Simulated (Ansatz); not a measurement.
`C[SiH](F)[InH2]`, relaxed with RKS PBE0-D4/def2-TZVP in Ansatz from a GFN2-xTB geometry. The force threshold is 0.005 eV/Å; the program also tests the step.

The species carries charge 0 and has multiplicity 1. In takes the def2 core potential.

Start:

```xyz
10

C    -0.267    1.214   -1.132
Si   -0.601    0.322    0.518
F    -2.047   -0.415    0.355
In    1.041   -1.655    0.902
H    -1.091    1.863   -1.415
H     0.633    1.821   -1.069
H    -0.125    0.492   -1.935
H    -0.885    1.259    1.615
H     1.910   -1.960    2.422
H     1.431   -2.940   -0.261
```

```
         step  energy (eV)  largest force (eV/Å)  largest move (Å)
            1  -16899.1800                 1.093             0.000
            2  -16899.2620                 0.338             0.195
            3  -16899.2827                 0.222             0.056
 4 (rejected)  -16899.2817                 0.296             0.100
            5  -16899.2888                 0.032             0.049
            6  -16899.2895                 0.038             0.015
            7  -16899.2899                 0.025             0.022
 8 (rejected)  -16899.2895                 0.114             0.041
            9  -16899.2902                 0.011             0.021
           10  -16899.2909                 0.035             0.098
           11  -16899.2912                 0.063             0.068
           13  -16899.2924                 0.087             0.037
           15  -16899.2951                 0.071             0.098
           17  -16899.2964                 0.068             0.090
           19  -16899.2981                 0.124             0.104
           21  -16899.3004                 0.047             0.044
           23  -16899.3032                 0.098             0.146
           25  -16899.3057                 0.037             0.093
27 (rejected)  -16899.3064                 0.077             0.037
           29  -16899.3070                 0.079             0.020
           31  -16899.3074                 0.019             0.022
           33  -16899.3075                 0.010             0.023
           35  -16899.3075                 0.004             0.005
```

End:

```xyz
10

C    -0.173    1.315   -0.981
Si   -0.741    0.092    0.310
F    -2.098   -0.599   -0.228
In    1.013   -1.718    0.886
H    -0.959    2.046   -1.186
H     0.709    1.853   -0.621
H     0.089    0.821   -1.919
H    -1.125    0.844    1.542
H     2.589   -1.242    1.430
H     0.697   -3.413    0.768
```

It took 100 s on 4 threads of an Arm Neoverse V2 on a shared host, with 0.54 GiB of host memory at the peak.
